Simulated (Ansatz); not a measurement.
Cartesian coordinates in Å:
```
Al -0.668 1.061 2.207
O -0.609 0.556 0.606
Si -0.563 0.062 -0.951
Al 1.439 -1.297 -1.425
H -1.351 0.104 3.263
H -0.031 2.461 2.569
H -0.611 1.256 -1.851
H -1.806 -0.712 -1.260
H 1.693 -1.899 -2.876
H 2.508 -1.593 -0.281
```

Charge 0, multiplicity 1.

List the PBE0/def2-TZVPP orbital energies in eV (Ansatz). (Best estimate.)

Computed: Occupied: -1802.76, -1527.97, -1527.90, -522.34, -145.01, -113.84, -113.77, -99.69, -99.65, -99.64, -73.97, -73.91, -73.78, -73.73, -73.68, -73.67, -27.07, -15.35, -12.46, -11.44, -10.88, -10.49, -10.23, -9.02, -8.55, -8.17, -7.14. Lowest empty: -2.03, -1.14, -0.45, 0.71, 0.99, 1.21, 1.59, 1.94.
